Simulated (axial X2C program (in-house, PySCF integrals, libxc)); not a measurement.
## Which molecule has these constants?

Calculated with an axial X2C code built on PySCF integrals, spin-free (one-electron X2C) or two-component (2c: spin–orbit coupling with atomic mean-field Coulomb and Gaunt terms, which also bring small scalar terms), in Dyall basis sets with cores contracted in-house; open shells are unrestricted.

A two-component CCSD(T) calculation in a Dyall 3-zeta basis gave Re = 2.752 Å, ωe = 232.4 cm⁻¹, De = 2.17 eV, Ω = 3/2.

Question: Which molecule is it?
A. BeSe⁺
B. CaSe⁺
C. SrSe⁺

Answer: C. The others have BeSe⁺ 1.979 Å and 727.9 cm⁻¹ (Ω = 3/2); CaSe⁺ 2.613 Å and 303.4 cm⁻¹ (Ω = 3/2).

Frozen shells (counts by l): SrSe⁺ Sr 3s2p1d, Se 3s2p1d, 15 electrons correlated; BeSe⁺ Se 3s2p1d, Be 1s, 7 electrons correlated; CaSe⁺ Se 3s2p1d, Ca 2s1p, 15 electrons correlated. Coupled cluster in natural virtuals with an MP2 remainder. Where the outer core of a metal is frozen, bonds come out longer and ionisation energies lower.

Each entry is the lowest single determinant of a limited PBE0 search at one distance. De goes to single-determinant-based atoms at the same level (for ions the charge split of lowest energy) and is withheld (n/a) where an atom does not fit its ground term or J level. Main or longest-lived isotopes. One determinant is a doubtful description, or other states lie close, for BeSe⁺; these need not be ground states, and all values refer to the states named.
